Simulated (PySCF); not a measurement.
**Ionisation energy of I(39+) by level of theory**

I(39+) [Ne] 3s2 3p2 (3P) → I(40+) [Ne] 3s2 3p1 (2P), as a difference of total energies. All numbers are calculated (PySCF 2.14, the spin-free X2C one-electron Hamiltonian (Gaussian nucleus), in an even-tempered Gaussian basis (18 s from 6.9 bohr⁻², ratio 2.5; 12 p from 9 bohr⁻², ratio 2.5; 4 d from 37 bohr⁻², ratio 2.7; 4 f from 55 bohr⁻², ratio 2.7)). Correlated levels: outer shells: 1s2 frozen; virtual orbitals above 40 to 60 times the deepest correlated orbital energy dropped. The calculations carry no spin-orbit coupling.

| method | ionisation energy (eV) |
| --- | --- |
| UHF | 2794.7 |
| MP2 (outer shells) | 2795.2 |
| SCS-MP2 (outer shells) | 2795.0 |
| CCSD (outer shells) | 2795.1 |
| CCSD(T) (outer shells) | 2795.1 |

Spin-orbit coupling is strong in these open shells (close to jj coupling). The scalar numbers leave it out and a first-order estimate fails, so it can dominate the gap to the real levels.

Breit and QED terms and the two-electron picture change are absent.

For comparison: 2836 ± 4 eV (theoretical estimate listed by NIST; NIST Atomic Spectra Database, ionization energies).
